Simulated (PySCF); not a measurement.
Nuclear quadrupole coupling in `CSc1pcccp1`

Compound: C5H6P2S.
Atom-mapped SMILES: `[CH3:1][S:2][c:3]1[p:4][cH:5][cH:6][cH:7][p:8]1` (hydrogens: H9, H10, H11 on C1; H12 on C5; H13 on C6; H14 on C7)

Structure used (GFN2-xTB), in Å, numbered top down from 1:
```
atom  x, y, z in Å
C1     2.9679    0.1006    0.3170
S2     2.0118   -0.1709    1.8388
C3     0.3655   -0.1099    1.0982
P4    -0.2505   -1.6661    0.6318
C5    -1.8045   -1.2597   -0.0252
C6    -2.3950   -0.0158   -0.1304
C7    -1.8503    1.1904    0.2650
P8    -0.3051    1.4903    0.9952
H9     2.7636   -0.7051   -0.3844
H10    4.0148    0.0977    0.6016
H11    2.6955    1.0617   -0.1128
H12   -2.3732   -2.1097   -0.3843
H13   -3.3878    0.0175   -0.5667
H14   -2.4533    2.0785    0.1140
```

Field gradients from the PBE0/pcSseg-1 density (PySCF, non-relativistic), principal values in atomic units, ordered |Vxx| ≤ |Vyy| ≤ |Vzz|:

| atom | Vxx | Vyy | Vzz |
| --- | --- | --- | --- |
| S2 | 0.6892 | 2.5196 | -3.2088 |

Problem. Find the asymmetry η = (Vxx − Vyy)/Vzz and the couplings χ = eQV/h (234.96 MHz × Q in barn × V in au), with Q(33S) = −0.0678 b.

Solution. 
| atom | environment | nucleus | η | χzz (MHz) | χxx (MHz) | χyy (MHz) |
| --- | --- | --- | --- | --- | --- | --- |
| S2 | sulfide sulfur | 33S | 0.57 | 51.12 | -10.98 | -40.14 |

Problem. What is Vzz at S2 in SI units (1 au = 9.71736 × 10²¹ V/m²)?

Solution. -3.2088 au = -31.181 × 10²¹ V/m².

Problem. What couplings would deuterons (Q(2H) = 0.00286 b) have in place of the hydrogens, at this geometry?

Solution. 
```
atom  bonded to  bond length (Å)  Vzz (au)     η  χzz (kHz)
  H9         C1            1.088    0.3105  0.04        209
 H10         C1            1.085    0.3182  0.05        214
 H11         C1            1.088    0.3104  0.04        209
 H12         C5            1.084    0.3201  0.07        215
 H13         C6            1.085    0.3144  0.06        211
 H14         C7            1.084    0.3199  0.07        215
```

The structure is a single GFN2-xTB conformer in the gas phase; no vibrational or solvent corrections. GFN2-xTB frequencies show an imaginary mode (47i cm⁻¹), so this geometry is no minimum at that level. GFN2-xTB bond lengths can be off by several hundredths of an ångström, more for odd bonds, and the gradients follow them. These gradients aren't converged with respect to the basis.
